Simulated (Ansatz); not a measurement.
Calculated with Ansatz (gas phase, PBE0-D4/def2-TZVP geometries, no zero-point term in ΔE). CCSD(T)/CBS adds triple-zeta CCSD(T) − MP2 to the extrapolated MP2 energy (def2 sets, frozen cores). DFT in def2-TZVPP. Elements past krypton have def2 core potentials. For Sn outer-core shells are correlated without core-valence functions, which leaves a few kJ/mol of doubt a bond. Each species was taken in one conformer, which may not be the lowest.

Reaction (cleavage of the Si–Sn bond): `F[Si](F)(F)[SnH3]` + `O[SiH](O)O` → `O[SiH](O)O[Si](F)(F)F` + `[SnH4]`

```
        level  ΔE (eV)
       B97M-V    -1.40
MP2/CBS(def2)    -1.22
```

Problem. What does CCSD(T)/CBS give? (Best estimate.)

Solution. The calculation gave: -1.24 eV. The listed levels differ from it by -0.16, 0.02 eV.

Largest T1 diagnostic among the species: 0.013.

At CCSD(T), def2-SVP lies −0.07 eV from the extrapolated value and def2-TZVPP −0.08 eV. The D4 term adds −0.04 eV with B3LYP and −0.03 eV with PBE0; it sums over pairs of atoms, weighted by their polarisabilities, and B3LYP, whose exchange is more repulsive, gets the larger term.

B3LYP here is the variant with VWN-RPA as its local correlation; programs differ in this.
